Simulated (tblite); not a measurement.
C₄H₇F₃S.
SMILES with atom numbers: `[CH3:1][C@@H:2]([SH:3])[CH2:4][C:5]([F:6])([F:7])[F:8]` (hydrogens: H9, H10, H11 on C1; H12 on C2; H13 on S3; H14, H15 on C4)

Computed with GFN2-xTB (tblite), gas phase: Langevin dynamics at 400 K from the optimised GFN2-xTB geometry, time step 0.5 fs, friction 0.01 fs⁻¹, 2000 steps.

Start geometry:
```
atom  x, y, z in Å
C1      1.127   -0.741    0.783
C2      0.601    0.476    0.042
S3      1.900    1.159   -1.082
C4     -0.602    0.168   -0.850
C5     -1.855   -0.164   -0.061
F6     -1.826   -1.384    0.497
F7     -2.083    0.702    0.937
F8     -2.945   -0.139   -0.844
H9      0.377   -1.121    1.473
H10     2.014   -0.481    1.356
H11     1.387   -1.529    0.080
H12     0.343    1.276    0.741
H13     2.778    1.425   -0.119
H14    -0.385   -0.677   -1.508
H15    -0.836    1.038   -1.468
```

The statistics below take the 31 frames saved every 25 fs from 250 to 1000 fs; their kinetic temperature (all 3N coordinates) averages 380 K.

Q: How do the bond lengths spread?

A: 
```
  bond  start (Å)  mean (Å)  standard deviation (Å)  shortest (Å)  longest (Å)
 C1–C2      1.518     1.522                   0.040         1.458        1.595
 C2–S3      1.849     1.857                   0.043         1.765        1.935
 C2–C4      1.529     1.545                   0.039         1.461        1.657
 C4–C5      1.517     1.514                   0.039         1.422        1.611
 C5–F6      1.342     1.351                   0.036         1.273        1.449
 C5–F7      1.342     1.348                   0.027         1.280        1.406
 C5–F8      1.342     1.350                   0.035         1.279        1.432
 C1–H9      1.087     1.091                   0.041         1.006        1.212
C1–H10      1.088     1.097                   0.035         1.036        1.172
C1–H11      1.088     1.090                   0.025         1.052        1.153
C2–H12      1.093     1.100                   0.041         1.007        1.187
S3–H13      1.330     1.343                   0.047         1.254        1.438
C4–H14      1.092     1.096                   0.025         1.047        1.154
C4–H15      1.093     1.093                   0.021         1.062        1.150
```

Q: Give the same statistics for bond angles, one of each kind among heavy atoms.

A: 
```json
{"angle": "C1–C2–S3", "start (°)": "110.4", "mean (°)": "110.1", "standard deviation (°)": "3.2", "smallest (°)": "104.1", "largest (°)": "116.7"}
{"angle": "C1–C2–C4", "start (°)": "113.3", "mean (°)": "114.1", "standard deviation (°)": "3.0", "smallest (°)": "108.6", "largest (°)": "119.9"}
{"angle": "S3–C2–C4", "start (°)": "105.8", "mean (°)": "107.0", "standard deviation (°)": "3.8", "smallest (°)": "100.7", "largest (°)": "115.5"}
{"angle": "C2–C4–C5", "start (°)": "113.0", "mean (°)": "114.2", "standard deviation (°)": "4.1", "smallest (°)": "103.8", "largest (°)": "120.9"}
{"angle": "C4–C5–F6", "start (°)": "113.4", "mean (°)": "113.3", "standard deviation (°)": "3.6", "smallest (°)": "107.8", "largest (°)": "119.3"}
{"angle": "C4–C5–F8", "start (°)": "111.3", "mean (°)": "111.0", "standard deviation (°)": "3.2", "smallest (°)": "105.4", "largest (°)": "117.4"}
{"angle": "F6–C5–F7", "start (°)": "106.3", "mean (°)": "106.2", "standard deviation (°)": "2.8", "smallest (°)": "101.2", "largest (°)": "112.3"}
```

Q: How far does each atom move about its mean position (frames aligned on the start, all atoms weighted alike), and what rms force does it feel?

A: 
| atom | rms displacement (Å) | rms force (eV/Å) |
| --- | --- | --- |
| C1 | 0.21 | 2.17 |
| C2 | 0.13 | 2.24 |
| S3 | 0.31 | 1.17 |
| C4 | 0.12 | 2.08 |
| C5 | 0.16 | 1.82 |
| F6 | 0.59 | 1.14 |
| F7 | 0.58 | 0.97 |
| F8 | 0.29 | 1.09 |
| H9 | 0.39 | 1.44 |
| H10 | 0.33 | 1.27 |
| H11 | 0.35 | 0.96 |
| H12 | 0.24 | 1.42 |
| H13 | 0.81 | 0.97 |
| H14 | 0.26 | 0.89 |
| H15 | 0.24 | 0.85 |

The displacements run from 0.12 to 0.81 Å, the largest at H13.

Q: Follow the torsions C1–C2–C4–C5 and C2–C4–C5–F6 through every second one of these frames.

A: 
| t (fs) | C1–C2–C4–C5 (°) | C2–C4–C5–F6 (°) |
| --- | --- | --- |
| 250 | 84 | -47 |
| 300 | 82 | -38 |
| 350 | 82 | -50 |
| 400 | 63 | -29 |
| 450 | 86 | -53 |
| 500 | 78 | -69 |
| 550 | 65 | -72 |
| 600 | 53 | -82 |
| 650 | 46 | -86 |
| 700 | 35 | -83 |
| 750 | 41 | -81 |
| 800 | 41 | -90 |
| 850 | 44 | -92 |
| 900 | 55 | -81 |
| 950 | 69 | -73 |
| 1000 | 64 | -64 |

Largest departure from the start value over all these frames: C1–C2–C4–C5 35° (start 69°), C2–C4–C5–F6 45° (start -74°).

Q: How widely does the potential energy scatter, against a harmonic estimate?

A: Mean 0.60 eV above the start, standard deviation 0.163 eV, range 0.32 to 0.90 eV. For 39 classical harmonic modes at 400 K the canonical values are 39kT/2 = 0.67 eV and kT·√(39/2) = 0.152 eV.

The run is classical and short, so these are rough statistics of one trajectory.

The cost below is that of the whole dynamics run. On an Arm Neoverse N1 with one thread, no GPU, on a shared host, this took 18 s and 0.18 GiB of memory at its peak.
